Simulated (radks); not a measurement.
Problem. Spherical quantum dot in the effective-mass picture: electrons in a parabolic well V = omega^2 r^2 / 2 with omega unknown, all in effective atomic units (hartree* = m*/eps^2 hartree, bohr* = eps/m* bohr), one dielectric constant everywhere. Method: non-relativistic Kohn-Sham, PBE, spin-polarised, spherical densities; computed with a radial shooting solver with Libxc functionals. Levels are named by radial order and angular momentum (1s, 1p, 1d, 2s, ...), and open shells are averaged over m. Each electron was tried in the lowest free levels, single moves between levels near the top were tried too, and the lowest total energy was kept; such a search can miss a lower state. The series stops at N = 16: beyond it a trial failed or the search could not be trusted, so later rows were left out. The values of mu = E(N) - E(N-1) (hartree*) for N = 2 to 12 are 1.3323, 2.1335, 2.4627, 2.7937, 3.2079, 3.5002, 3.7955, 4.4146, 4.6762, 4.9362, 5.1936. Estimate omega.

Solution. omega = 0.537 (effective atomic units). The first electron has mu near 1.5 omega without a central charge, and each new shell adds about omega plus the charging energy.
